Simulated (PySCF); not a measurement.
Computed shifts of a molecule CH11N3Si2, PBE/pcSseg-1 run with PySCF, GIAO, gas phase, atoms alike by connectivity averaged where their shifts nearly agree, in ppm (number of nuclei): ¹³C: 5.2 (1). ²⁹Si: -32.4 (1), -33.7 (1). ¹⁵N: 32.3 (1), 25.2 (1), 18.0 (1). ¹H: 5.69 (1), 5.03 (1), 1.25 (1), 0.91 (1), 0.54 (1), 0.46 (3), 0.43 (1), 0.37 (1), 0.28 (1). References: ¹³C against TMS (σ = 182.0 ppm); ²⁹Si against TMS (σ = 335.4 ppm); ¹⁵N against NH3 (σ = 267.0 ppm); ¹H against TMS (σ = 31.49 ppm), references at their B3LYP-D3(BJ)/def2-TZVP geometries, non-relativistic. Geometry: B3LYP-D3(BJ)/def2-SVP. The values are those of a single conformer.

Q: Pick the molecule that these values belong to.
(A) NC[SiH2][SiH](N)N
(B) NC[Si](N)(N)[SiH3]
(C) CN[SiH2]N[SiH2]N
(D) C[Si@H](N)[SiH](N)N

A: D, C[Si@H](N)[SiH](N)N
